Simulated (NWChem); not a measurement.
System: NbO, quartet; SMILES [O]=[Nb]

Here is an NWChem input.

```
start job
memory heap 200 mb stack 900 mb global 1100 mb
geometry units angstroms noautoz
  Nb     0.000000     0.000000    -0.257610
  O      0.000000     0.000000     1.415828
end
basis spherical
  Nb library def2-tzvpp
  O library def2-tzvpp
end
ecp
  Nb library def2-ecp
end
dft
  odft
  mult 4
  xc hfexch
  iterations 150
  mulliken
end
task dft gradient
```

Excerpt of the output:

```
             Northwest Computational Chemistry Package (NWChem) 7.3.0
             --------------------------------------------------------

 ORDER OF PRIMARY AXIS IS BEING SET TO 4
 C4V symmetry detected

                             Geometry "geometry" -> ""
                             -------------------------

 Output coordinates in angstroms (scale by  1.889725989 to convert to a.u.)

  No.       Tag          Charge          X              Y              Z
 ---- ---------------- ---------- -------------- -------------- --------------
    1 Nb                  41.0000     0.00000000     0.00000000    -0.27321437
    2 O                    8.0000     0.00000000     0.00000000     1.40022363

 Effective nuclear repulsion energy (a.u.)     103.7206861993

      Symmetry information
      --------------------

 Group name             C4v
 Group number             18
 Group order               8
 No. of unique centers     2

 Summary of "ao basis" -> "ao basis" (spherical)
 ------------------------------------------------------------------------------
       Tag                 Description            Shells   Functions and Types
 ---------------- ------------------------------  ------  ---------------------
 Nb                        def2-tzvpp               16       56   6s4p3d2f1g
 O                         def2-tzvpp               11       31   5s3p2d1f

      Symmetry analysis of basis
      --------------------------

        a1         28
        a2          1
        b1          9
        b2          9
        e          40

            General Information
            -------------------
          SCF calculation type: DFT
          Wavefunction type:  spin polarized.
          No. of atoms     :     2
          No. of electrons :    21
           Alpha electrons :    12
            Beta electrons :     9
          Charge           :     0
          Spin multiplicity:     4
          Use of symmetry is: on ; symmetry adaption is: on
          Maximum number of iterations: 150
          AO basis - number of functions:    87
                     number of shells:    27
          Convergence on energy requested:  1.00D-06
          Convergence on density requested:  1.00D-05
          Convergence on gradient requested:  5.00D-04

              XC Information
              --------------
                     Hartree-Fock (Exact) Exchange  1.000

      Superposition of Atomic Density Guess
      -------------------------------------

 Sum of atomic energies:        -139.50915132

      Non-variational initial energy
      ------------------------------

 Total energy =    -130.710965
 1-e energy   =    -263.026668
 2-e energy   =      99.428657
 HOMO         =      -0.044481
 LUMO         =      -0.044481

 !!!!!!!!!!!!!!!!!!!!!!!!!!!!!!!!!!!!!!!!!!!!!!!!!!!!!!!!!!!!!!!!!!!!!!
 Warning - the HOMO and LUMO are degenerate and you are using symmetry.
 This can lead to non-variational energies and poor convergence.
 Modify the initial guess, or use an open-shell wavefunction, or turn
 off symmetry.
 !!!!!!!!!!!!!!!!!!!!!!!!!!!!!!!!!!!!!!!!!!!!!!!!!!!!!!!!!!!!!!!!!!!!!!

   Symmetry analysis of molecular orbitals - initial alpha
   -------------------------------------------------------

 !! scf_movecs_sym_adapt:   20 vectors were symmetry contaminated

  Symmetry fudging

 !! scf_movecs_sym_adapt:   16 vectors were symmetry contaminated

  Numbering of irreducible representations:

     1 a1          2 a2          3 b1          4 b2          5 e

  Orbital symmetries:

     1 a1          2 a1          3 a1          4 e           5 e
     6 a1          7 e           8 e           9 a1         10 a1
    11 b2         12 b1         13 e          14 e          15 a1
    16 e          17 e          18 a1         19 a1         20 e
    21 e          22 a1

   Symmetry analysis of molecular orbitals - initial beta
   ------------------------------------------------------

 !! scf_movecs_sym_adapt:   20 vectors were symmetry contaminated

  Symmetry fudging

 !! scf_movecs_sym_adapt:   16 vectors were symmetry contaminated

  Numbering of irreducible representations:

     1 a1          2 a2          3 b1          4 b2          5 e

  Orbital symmetries:

     1 a1          2 a1          3 a1          4 e           5 e
     6 a1          7 e           8 e           9 a1         10 a1
    11 b2         12 b1         13 e          14 e          15 a1
    16 e          17 e          18 a1         19 a1         20 e
    21 e          22 a1

     ---------------------------------------------
      Total Density - Mulliken Population Analysis
     ---------------------------------------------

    Atom       Charge   Shell Charges
 -----------   ------   -------------------------------------------------------
    1 Nb  13    11.81   0.03 -0.37  1.58  0.76  0.48  0.48  5.11  0.87  0.06  0.01  1.17  1.02  0.55  0.01  0.05  0.01
    2 O    8     9.19   0.80  1.18  0.63  1.02  0.31  2.12  2.27  0.86  0.00  0.02  0.00

     --------------------------------------------
      Spin Density - Mulliken Population Analysis
     --------------------------------------------

    Atom       Charge   Shell Charges
 -----------   ------   -------------------------------------------------------
    1 Nb  13     2.99   0.00 -0.01  0.03 -0.03  0.43  0.47  0.00 -0.00  0.01  0.00  0.86  0.73  0.50  0.00  0.00  0.00
    2 O    8     0.01   0.00 -0.00  0.00  0.00 -0.01  0.00 -0.00  0.01  0.00  0.00  0.00

 !! scf_movecs_sym_adapt:   18 vectors were symmetry contaminated

  Symmetry fudging

 !! scf_movecs_sym_adapt:   18 vectors were symmetry contaminated

 !! scf_movecs_sym_adapt:   18 vectors were symmetry contaminated

  Symmetry fudging

 !! scf_movecs_sym_adapt:    6 vectors were symmetry contaminated

   convergence    iter        energy       DeltaE   RMS-Dens  Diis-err
 ---------------- ----- ----------------- --------- --------- ---------
 d= 0,ls=0.0,diis     1   -131.0544861872 -1.64D+02  9.35D-03  4.92D-01
                                                     6.08D-03  3.87D-01

 !! scf_movecs_sym_adapt:   18 vectors were symmetry contaminated

  Symmetry fudging

 !! scf_movecs_sym_adapt:   18 vectors were symmetry contaminated

 !! scf_movecs_sym_adapt:   16 vectors were symmetry contaminated

  Symmetry fudging

 !! scf_movecs_sym_adapt:    6 vectors were symmetry contaminated

 d= 0,ls=0.0,diis     2   -130.7593571349  2.95D-01  4.74D-03  1.30D+00
                                                     3.84D-03  1.32D+00

 !! scf_movecs_sym_adapt:   14 vectors were symmetry contaminated

  Symmetry fudging

 !! scf_movecs_sym_adapt:    6 vectors were symmetry contaminated

 !! scf_movecs_sym_adapt:   16 vectors were symmetry contaminated

  Symmetry fudging

 !! scf_movecs_sym_adapt:    6 vectors were symmetry contaminated

 d= 0,ls=0.0,diis     3   -131.2664967938 -5.07D-01  1.10D-03  2.65D-03
                                                     3.95D-04  1.49D-03

 !! scf_movecs_sym_adapt:   12 vectors were symmetry contaminated

  Symmetry fudging

 !! scf_movecs_sym_adapt:    4 vectors were symmetry contaminated

 !! scf_movecs_sym_adapt:   14 vectors were symmetry contaminated

  Symmetry fudging

 !! scf_movecs_sym_adapt:    6 vectors were symmetry contaminated

 d= 0,ls=0.0,diis     4   -131.2696050082 -3.11D-03  4.41D-04  4.29D-04
                                                     2.41D-04  3.85D-04

 !! scf_movecs_sym_adapt:   10 vectors were symmetry contaminated

  Symmetry fudging

 !! scf_movecs_sym_adapt:    4 vectors were symmetry contaminated

 !! scf_movecs_sym_adapt:   10 vectors were symmetry contaminated

  Symmetry fudging

 !! scf_movecs_sym_adapt:    4 vectors were symmetry contaminated

 d= 0,ls=0.0,diis     5   -131.2705410247 -9.36D-04  3.72D-04  1.77D-04
                                                     2.32D-04  1.93D-04

 !! scf_movecs_sym_adapt:   10 vectors were symmetry contaminated

  Symmetry fudging

 !! scf_movecs_sym_adapt:    4 vectors were symmetry contaminated

 !! scf_movecs_sym_adapt:   10 vectors were symmetry contaminated

  Symmetry fudging

 !! scf_movecs_sym_adapt:    4 vectors were symmetry contaminated

  Resetting Diis
 d= 0,ls=0.0,diis     6   -131.2711983582 -6.57D-04  3.80D-04  6.45D-05
                                                     2.55D-04  1.29D-04

 !! scf_movecs_sym_adapt:   10 vectors were symmetry contaminated

  Symmetry fudging

 !! scf_movecs_sym_adapt:    4 vectors were symmetry contaminated

 !! scf_movecs_sym_adapt:   10 vectors were symmetry contaminated

  Symmetry fudging

 !! scf_movecs_sym_adapt:    4 vectors were symmetry contaminated

 d= 0,ls=0.0,diis     7   -131.2716300384 -4.32D-04  6.66D-05  1.57D-05
                                                     5.44D-05  5.49D-05

 !! scf_movecs_sym_adapt:    4 vectors were symmetry contaminated

  Symmetry fudging

 !! scf_movecs_sym_adapt:    4 vectors were symmetry contaminated

 !! scf_movecs_sym_adapt:    6 vectors were symmetry contaminated

  Symmetry fudging

 !! scf_movecs_sym_adapt:    4 vectors were symmetry contaminated

 d= 0,ls=0.0,diis     8   -131.2716790365 -4.90D-05  4.04D-05  4.22D-05
                                                     1.38D-05  5.06D-06

 !! scf_movecs_sym_adapt:   12 vectors were symmetry contaminated

  Symmetry fudging

 !! scf_movecs_sym_adapt:    4 vectors were symmetry contaminated

 !! scf_movecs_sym_adapt:    6 vectors were symmetry contaminated

  Symmetry fudging

 !! scf_movecs_sym_adapt:    4 vectors were symmetry contaminated

 d= 0,ls=0.0,diis     9   -131.2717045653 -2.55D-05  1.12D-04  6.95D-06
                                                     1.01D-04  2.68D-05

 !! scf_movecs_sym_adapt:   12 vectors were symmetry contaminated

  Symmetry fudging

 !! scf_movecs_sym_adapt:    4 vectors were symmetry contaminated

 !! scf_movecs_sym_adapt:    6 vectors were symmetry contaminated

  Symmetry fudging

 !! scf_movecs_sym_adapt:    4 vectors were symmetry contaminated

 d= 0,ls=0.0,diis    10   -131.2717729964 -6.84D-05  6.16D-05  3.96D-06
                                                     5.90D-05  4.43D-06

 !! scf_movecs_sym_adapt:    6 vectors were symmetry contaminated

  Symmetry fudging

 !! scf_movecs_sym_adapt:    4 vectors were symmetry contaminated

 !! scf_movecs_sym_adapt:    6 vectors were symmetry contaminated

  Symmetry fudging

 !! scf_movecs_sym_adapt:    4 vectors were symmetry contaminated

 d= 0,ls=0.0,diis    11   -131.2717930366 -2.00D-05  3.93D-05  8.17D-07
                                                     4.04D-05  1.30D-06

 !! scf_movecs_sym_adapt:    4 vectors were symmetry contaminated

  Symmetry fudging

 !! scf_movecs_sym_adapt:    4 vectors were symmetry contaminated

 !! scf_movecs_sym_adapt:    4 vectors were symmetry contaminated

  Symmetry fudging

 !! scf_movecs_sym_adapt:    4 vectors were symmetry contaminated

 d= 0,ls=0.0,diis    12   -131.2717980060 -4.97D-06  6.55D-06  8.44D-08
                                                     3.76D-06  6.14D-08

 !! scf_movecs_sym_adapt:    4 vectors were symmetry contaminated

  Symmetry fudging

 !! scf_movecs_sym_adapt:    4 vectors were symmetry contaminated

 !! scf_movecs_sym_adapt:    4 vectors were symmetry contaminated

  Symmetry fudging

 !! scf_movecs_sym_adapt:    4 vectors were symmetry contaminated

 d= 0,ls=0.0,diis    13   -131.2717982258 -2.20D-07  6.46D-06  4.03D-08
                                                     2.89D-06  1.38D-08

         Total DFT energy =     -131.271798225781
      One electron energy =     -265.265791784895
           Coulomb energy =      115.624224250152
    Exchange-Corr. energy =      -14.517277534703
 Nuclear repulsion energy =       32.887046843665

 Numeric. integr. density =        0.000000000000

                  Occupations of the irreducible representations
                  ----------------------------------------------

                     irrep           alpha         beta
                     --------     --------     --------
                     a1                6.0          5.0
                     a2                0.0          0.0
                     b1                1.0          0.0
                     b2                1.0          0.0
                     e                 4.0          4.0

                    DFT Final Alpha Molecular Orbital Analysis
                    ------------------------------------------

 Vector   10  Occ=1.000000D+00  E=-3.448324D-01  Symmetry=b2
              MO Center=  3.8D-15,  2.6D-15, -2.9D-01, r^2= 1.4D+00
   Bfn.  Coefficient  Atom+Function         Bfn.  Coefficient  Atom+Function
  ----- ------------  ---------------      ----- ------------  ---------------
    19      0.562208  1 Nb d -2              24      0.417953  1 Nb d -2
    29      0.216673  1 Nb d -2

 Vector   11  Occ=1.000000D+00  E=-3.448324D-01  Symmetry=b1
              MO Center=  1.4D-15, -1.7D-15, -2.9D-01, r^2= 1.4D+00
   Bfn.  Coefficient  Atom+Function         Bfn.  Coefficient  Atom+Function
  ----- ------------  ---------------      ----- ------------  ---------------
    23      0.562208  1 Nb d  2              28      0.417953  1 Nb d  2
    33      0.216673  1 Nb d  2

 Vector   12  Occ=1.000000D+00  E=-2.625772D-01  Symmetry=a1
              MO Center=  3.3D-14,  2.7D-14, -8.5D-01, r^2= 4.0D+00
   Bfn.  Coefficient  Atom+Function         Bfn.  Coefficient  Atom+Function
  ----- ------------  ---------------      ----- ------------  ---------------
     5      0.714628  1 Nb s                  6      0.392254  1 Nb s
     3     -0.383535  1 Nb s                  4     -0.294864  1 Nb s
    15     -0.252809  1 Nb pz                 2      0.210038  1 Nb s
    21     -0.119623  1 Nb d  0              18     -0.107021  1 Nb pz
    26     -0.086885  1 Nb d  0               9      0.070109  1 Nb pz

 Vector   13  Occ=0.000000D+00  E= 1.018050D-02  Symmetry=e
              MO Center= -1.5D-14, -6.9D-14, -7.0D-01, r^2= 8.3D+00
   Bfn.  Coefficient  Atom+Function         Bfn.  Coefficient  Atom+Function
  ----- ------------  ---------------      ----- ------------  ---------------
    17      0.686157  1 Nb py                16      0.271492  1 Nb px
    14      0.226857  1 Nb py                30     -0.226545  1 Nb d -1
     8     -0.185877  1 Nb py                20     -0.141587  1 Nb d -1
    25     -0.091143  1 Nb d -1              13      0.089760  1 Nb px
    32      0.089637  1 Nb d  1               7     -0.073546  1 Nb px

 Vector   14  Occ=0.000000D+00  E= 1.018050D-02  Symmetry=e
              MO Center= -3.6D-14,  1.3D-14, -7.0D-01, r^2= 8.3D+00
   Bfn.  Coefficient  Atom+Function         Bfn.  Coefficient  Atom+Function
  ----- ------------  ---------------      ----- ------------  ---------------
    16      0.686157  1 Nb px                17     -0.271492  1 Nb py
    13      0.226857  1 Nb px                32      0.226545  1 Nb d  1
     7     -0.185877  1 Nb px                22      0.141587  1 Nb d  1
    27      0.091143  1 Nb d  1              14     -0.089760  1 Nb py
    30      0.089637  1 Nb d -1               8      0.073546  1 Nb py

[...]

                         DFT ENERGY GRADIENTS

    atom               coordinates                        gradient
                 x          y          z           x          y          z
   1 Nb      0.000000   0.000000  -0.516300    0.000000   0.000000  -0.009977
   2 O       0.000000   0.000000   2.646039    0.000000   0.000000   0.009977
```

Level: UHF/def2-TZVPP with def2 effective core potentials on Nb. The geometry was optimised at PBE0/def2-SVP, spin-unrestricted. No stability test was run on the SCF state. def2 effective core potentials on Nb; no spin-orbit coupling.
